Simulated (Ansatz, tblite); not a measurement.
Spin states of Nb₂S₂⁺, each relaxed with PBE-D4/def2-SVP in Ansatz. Electronic energies in the gas phase.

In the def2 sets Nb takes a core potential; there is no spin–orbit coupling. The xTB rows come from tblite. Correlated methods freeze 10 core orbitals; core or outer-core shells of Nb are correlated, in sets that lack core-valence functions. The structure comes from a short search, and lower isomers may exist.

Doublet geometry (C2v within 0.1 Å):

Cartesian coordinates in Å:
```
Nb 0.722 -0.113 -1.038
Nb 0.341 0.335 1.177
S -0.830 1.557 -0.457
S -0.232 -1.779 0.318
```

Quartet geometry (C2v within 0.1 Å):

```xyz
4

Nb   -0.609    0.351   -1.145
Nb   -0.193   -1.001    0.876
S     1.470   -0.637   -0.730
S    -0.668    1.287    0.999
```

⟨S²⟩: doublet 0.76 at PBE0-D4/def2-TZVP (pure 0.75), quartet 3.78 at PBE0-D4/def2-TZVP (pure 3.75).

Run but left out: HF/def2-SVP, HF/def2-TZVP, MP2/def2-SVP, MP2/def2-TZVP, CCSD/def2-SVP, CCSD(T)/def2-SVP (doublet: ⟨S²⟩ 1.97 to 1.99, where a pure state has 0.75).

Only these spin states were relaxed. Higher spins weren't run and may lie lower.

| level | quartet − doublet (kJ/mol) | lowest of these |
| --- | --- | --- |
| GFN1-xTB | -48.6 | quartet |
| r2SCAN-D4/def2-TZVP | 54.2 | doublet |
| B97M-V/def2-TZVP | 59.0 | doublet |
| RPA@PBE/def2-TZVP | 76.2 | doublet |

Problem. Estimate the rows for GFN2-xTB, PBE-D4/def2-TZVP, PBE0-D4/def2-TZVP, ωB97X-V/def2-TZVP.

Solution. 
```json
{"level": "GFN2-xTB", "quartet − doublet (kJ/mol)": "-95.6", "lowest of these": "quartet"}
{"level": "PBE-D4/def2-TZVP", "quartet − doublet (kJ/mol)": "69.2", "lowest of these": "doublet"}
{"level": "PBE0-D4/def2-TZVP", "quartet − doublet (kJ/mol)": "56.3", "lowest of these": "doublet"}
{"level": "ωB97X-V/def2-TZVP", "quartet − doublet (kJ/mol)": "64.0", "lowest of these": "doublet"}
```

The xTB methods have no spin-polarisation term.
